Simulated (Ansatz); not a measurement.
A run for Ansatz (a quantum-chemistry and plane-wave program): R-r2SCAN/def2-TZVPPD on HF (SMILES F) with ghost functions, monomers drawn apart or pushed together. Files ending in .json are basis or fitting sets from the Basis Set Exchange.

Ansatz 0.2 input:
```yaml
crystal:
  periodic: [false, false, false]
  atoms:
    - {symbol: F, position_ang: [0.83298341, -0.55984759, -0.25489031]}
    - {symbol: H, position_ang: [0.55077934, -0.32185962, 0.60610121]}
basis:
  gaussian:
    orbitals: def2-TZVPPD.json
    ghost_atoms:
      - {symbol: As, position_ang: [-0.74066345, 0.76931384, 4.57191773]}
      - {symbol: H, position_ang: [0.04988226, 0.39309785, 5.81173198]}
      - {symbol: H, position_ang: [-2.06974202, 0.31380560, 5.14614896]}
      - {symbol: H, position_ang: [-0.92769126, 2.21494530, 4.99482483]}
hamiltonian:
  xc: {name: r2SCAN}
scf: {lower_state_search: off}
```

Output:

```
WARN ansatz: RAYON_NUM_THREADS=2 ignored (pool sized by the plan → 2); use --threads N
Functional definition: r2SCAN
these checks for a lower state are left out or cut short: stability, starts, cluster_reference, orbital_swaps, neighbouring_geometries, increment
integrals: 0.05 GiB planned
811 factors; their error is unknown
mean field: 0.44 GiB planned
mean field evaluation 1: about -2731.8235 eV, gradient 3.3e1 eV
mean field evaluation 2: about -2728.5010 eV, gradient 6.0e1 eV
mean field evaluation 4: about -2733.3440 eV, gradient 3.8e-1 eV
mean field evaluation 8: about -2733.3430 eV, gradient 1.3e-3 eV
mean field -2733.34298962 eV, -100.4485021422 hartree, gradient 3.9e-7 eV, S^2 0.000000; 0 other end points of the search recorded, 0 dependent functions left out
reference -2733.34300249 eV, -100.4485026150 hartree; 5, 5 occupied and 157, 157 virtual orbitals, 811 factors
Total energy: -2733.34300249 eV, -100.4485026150 hartree
Checks for a lower state left out: stability, starts, cluster_reference, orbital_swaps, neighbouring_geometries, increment
```

Self-consistency was reached.

Cost: about 0.9 core-seconds (a rough figure).
